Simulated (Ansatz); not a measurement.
Geometry optimisation, RKS r2SCAN/def2-SVP (Ansatz).

Input file:

```yaml
crystal:
  periodic: [false, false, false]
  atoms:
    - { symbol: B, position_ang: [0.0, 0.0, 0.0] }
    - { symbol: "N", position_ang: [0.0, 0.0, 1.9] }
    - { symbol: H, position_ang: [-0.877, -0.2713, 2.43] }
    - { symbol: H, position_ang: [0.877, 0.2713, 2.43] }
    - { symbol: F, position_ang: [1.1431, 0.0, -0.66] }
    - { symbol: Cl, position_ang: [-1.6108, 0.0, -0.93] }
    - { symbol: S, position_ang: [-0.6372, 1.9782, 0.6906] }
    - { symbol: H, position_ang: [-1.9264, 2.2463, 0.2151] }
    - { symbol: H, position_ang: [-0.3497, 1.0857, 1.7562] }
basis:
  gaussian: { orbitals: def2-SVP }
hamiltonian:
  xc: r2scan
relax:
  f_tol: 0.15
  max_steps: 25
  restrain:
    - { distance: [0, 6], at: 1.89, k: 30.0 }
    - { distance: [8, 1], at: 1.06, k: 30.0 }
    - { distance: [0, 1], at: 2.75, k: 30.0 }
    - { distance: [8, 6], at: 2.6, k: 30.0 }
```

Launched with:

```bash
$ ansatz run input.yaml --threads 4 --pin off --max-ram 5120MiB --backend cpu --events-out ev --progress --plain --runs-dir out
```

Problem. Where does it end, and by what steps?

Solution. The forces met the threshold. The restraints hold the end off the free minimum; the threshold counts their pulls, which the force column leaves out. Restrained pairs: B1–S7 (2.19 → 1.87 Å), N2–H9 (1.15 → 1.04 Å), B1–N2 (1.90 → 2.74 Å), S7–H9 (1.42 → 2.61 Å). After 10 steps the energy has fallen by 3.957 eV (the restraints' own energy left out); B1 moved furthest, 0.80 Å.

```csv
step,energy less start (eV),largest force component (eV/Å),accepted
0,0.0000,5.737,yes
1,-1.1427,3.757,yes
2,-1.5642,3.355,yes
3,-2.2894,2.667,yes
4,-3.4948,2.738,yes
5,-3.8605,1.305,yes
6,-3.9407,0.821,yes
7,-3.9411,0.794,yes
8,-3.9498,0.876,yes
9,-3.9544,0.798,yes
10,-3.9568,0.753,yes
```

```xyz
9
Properties=species:S:1:pos:R:3
B -0.239 0.604 -0.461
N -0.056 -0.031 2.197
H -0.790 -0.434 2.779
H 0.837 -0.257 2.636
F 1.012 0.237 -0.662
Cl -1.557 -0.465 -0.944
S -0.540 2.373 0.050
H -1.885 2.283 0.003
H -0.165 1.001 2.234
```

Run time: 21 s on 4 threads of Arm Neoverse V2 (shared host), peak memory 0.2 GiB.
